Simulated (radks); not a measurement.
Q: Radial electron density D(r) = 4 pi r^2 rho(r) of an atom or ion with 16 electrons. All-electron calculation, scalar-relativistic Kohn-Sham, HCTH/407, spin-polarised, spherical densities, finite nucleus; Fermi nuclear charge, rms radius of each element as measured or else 0.836 A^(1/3) + 0.57 fm. Program: a radial shooting solver on a logarithmic mesh with Libxc functionals.

| r (bohr) | D(r) (e/bohr) | spin D(r) |
|---|---|---|
| 0.008781 | 2.388 | 0.0000861 |
| 0.01116 | 3.547 | 0.000154 |
| 0.01431 | 5.217 | 0.000294 |
| 0.01819 | 7.366 | 0.000580 |
| 0.02312 | 10.04 | 0.00120 |
| 0.02939 | 13.09 | 0.00254 |
| 0.03766 | 16.24 | 0.00558 |
| 0.04788 | 18.63 | 0.0119 |
| 0.06086 | 19.66 | 0.0245 |
| 0.07737 | 18.84 | 0.0486 |
| 0.09915 | 16.44 | 0.0919 |
| 0.126 | 14.03 | 0.156 |
| 0.1602 | 13.39 | 0.237 |
| 0.2037 | 15.31 | 0.308 |
| 0.261 | 18.40 | 0.321 |
| 0.3318 | 19.33 | 0.233 |
| 0.4218 | 16.22 | 0.0735 |
| 0.5363 | 10.38 | -0.0148 |
| 0.6872 | 5.288 | 0.170 |
| 0.8736 | 3.626 | 0.666 |
| 1.111 | 4.132 | 1.23 |
| 1.412 | 4.321 | 1.44 |
| 1.809 | 3.139 | 1.09 |
| 2.3 | 1.549 | 0.549 |
| 2.924 | 0.5169 | 0.165 |
| 3.717 | 0.1166 | 0.0288 |
| 4.763 | 0.01362 | 0.00277 |
| 6.055 | 0.0008266 | 0.000116 |

What is the nuclear charge?

A: Z = 17. The innermost maximum, from 1s, lies near gamma/Z bohr with gamma = sqrt(1 - (Z/c)^2) = 0.992, here 0.0584 bohr (found: 0.0618), and its height grows with Z. The density is that of the chlorine ion Cl+ in [Ne] 3s2 3p4; the configuration itself is not fixed sharply by these data, and Z only to about a unit. D(r) has 3 maxima, at r = 0.0618, 0.314, 1.30 bohr, and minima at 0.152, 0.888 bohr, inside which lie 2.18, 10.34 electrons.
